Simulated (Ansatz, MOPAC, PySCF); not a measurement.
System: PO (charge 0, doublet). SMILES: [P]=O
Geometry: optimised at B3LYP-D3(BJ)/def2-TZVP (Ansatz, a first-principles code).

Unscaled harmonic wavenumbers (cm⁻¹) in rising order, each level at the stationary point that it reaches from this structure (no distance between atoms moves by over 0.3 Å); the order of modes can differ between levels, and a negative number is imaginary. B3LYP-D3(BJ)/def2-TZVP (PySCF, at the structure above): 1259.

PM3 (MOPAC): 1061. Zero-point energy 1.5 against 1.8 kcal/mol; where all levels lie over 400 cm⁻¹, the wavenumbers are on average 0.842 times those of B3LYP-D3(BJ)/def2-TZVP.

HF/6-31G* (Ansatz): 1404. Zero-point energy 2.0 against 1.8 kcal/mol; where all levels lie over 400 cm⁻¹, the wavenumbers are on average 1.115 times those of B3LYP-D3(BJ)/def2-TZVP.
